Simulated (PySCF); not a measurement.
## Pm⁺: ionisation energy

Pm⁺ [Xe] 4f5 6s1 (high-spin determinant) → Pm²⁺ [Xe] 4f5 (high-spin determinant), as a difference of total energies. All numbers are calculated (PySCF 2.14, the spin-free X2C one-electron Hamiltonian (Gaussian nucleus), in cc-pVDZ-X2C (8s7p5d3f1g, 84 functions)). Correlated levels: valence: [Kr] 4d10 frozen. The calculations carry no spin-orbit coupling.

| method | ionisation energy (eV) | difference from reference (eV) |
| --- | --- | --- |
| UHF | 10.169 | -0.769 |
| MP2 (valence) | 10.801 | -0.137 |
| SCS-MP2 (valence) | 10.629 | -0.309 |
| CCSD (valence) | 10.718 | -0.220 |
| CCSD(T) (valence) | 10.777 | -0.161 |

Reference: 10.938 ± 0.02 eV (semi-empirical (NIST evaluation); NIST Atomic Spectra Database, ionization energies).

Errors of the correlated levels include the incompleteness of this basis and the frozen core.

The determinant of Pm⁺ and of Pm²⁺ mixes LS terms, which raises its energy above the lowest term, most at the Hartree-Fock and MP2 levels.
